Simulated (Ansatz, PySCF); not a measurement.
Positional isomers: naphthalene chloro+silyl. Gas-phase values, no solvent. Strings in code marks are SMILES.

Quantity: electronic energy of isomers of C10H9ClSi relative to `[SiH3]c1cc2ccccc2cc1Cl`, in kJ/mol. The restricted reference of `[SiH3]c1cc2ccccc2cc1Cl`, `[SiH3]c1ccc2c(Cl)cccc2c1`, `[SiH3]c1ccc2cc(Cl)ccc2c1`, `[SiH3]c1ccc2cccc(Cl)c2c1`, `[SiH3]c1cccc2ccc(Cl)cc12` and `[SiH3]c1cccc2cccc(Cl)c12` is unstable towards unrestricted orbitals.

Level 1: B3LYP-D3(BJ)/def2-TZVP // PBE0-D4/def2-SVP (PySCF)
Level 2: PBE-D3(BJ)/def2-TZVP // PBE0-D4/def2-SVP (PySCF)
Level 3: PBE0-D4/def2-TZVP // PBE0-D4/def2-SVP (PySCF)
Level 4: HF/cc-pVDZ // PBE0-D4/def2-SVP (Ansatz, a program for electronic structure)

```csv
species,level 1,level 2,level 3,level 4
`[SiH3]c1ccc2cccc(Cl)c2c1`,…,6.03,6.24,6.20
`[SiH3]c1ccc2c(Cl)cccc2c1`,6.09,5.87,6.08,5.77
`[SiH3]c1cccc2ccc(Cl)cc12`,…,…,…,6.32
`[SiH3]c1cccc2cccc(Cl)c12`,20.11,17.43,18.05,32.97
`[SiH3]c1ccc2cc(Cl)ccc2c1`,4.47,4.44,4.68,0.00
```

Fill in the missing entries.


- `[SiH3]c1ccc2cccc(Cl)c2c1`, level 1: 6.20
- `[SiH3]c1cccc2ccc(Cl)cc12`, level 1: 4.88
- `[SiH3]c1cccc2ccc(Cl)cc12`, level 2: 4.69
- `[SiH3]c1cccc2ccc(Cl)cc12`, level 3: 4.76
